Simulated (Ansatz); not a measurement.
`N[SiH](Cl)CCl`. The species carries charge 0 and has multiplicity 1.

```xyz
10

N     0.8034   -1.3953    0.0887
Si   -0.5868   -0.4234    0.0566
Cl   -1.5713   -0.2225    1.8631
C    -0.0814    1.3006   -0.4808
Cl    1.2869    1.8719    0.5161
H     1.6357   -1.0416    0.5356
H     0.7280   -2.3949    0.1849
H    -1.5708   -1.0150   -0.8775
H    -0.8932    2.0184   -0.3664
H     0.2494    1.3018   -1.5202
```

(1) Give the diagnostics of a CCSD(T)/def2-TZVPP run (frozen core, Ansatz). (Best estimate.)

## Answers

(1) Ansatz gave: T1 = 0.0093, largest single amplitude 0.009, largest double 0.014, (T) share of the correlation energy 4.0 %, 8 CCSD cycles. The RHF solution is stable towards an unrestricted one. T1 lies under the customary mark of 0.02 for closed shells.
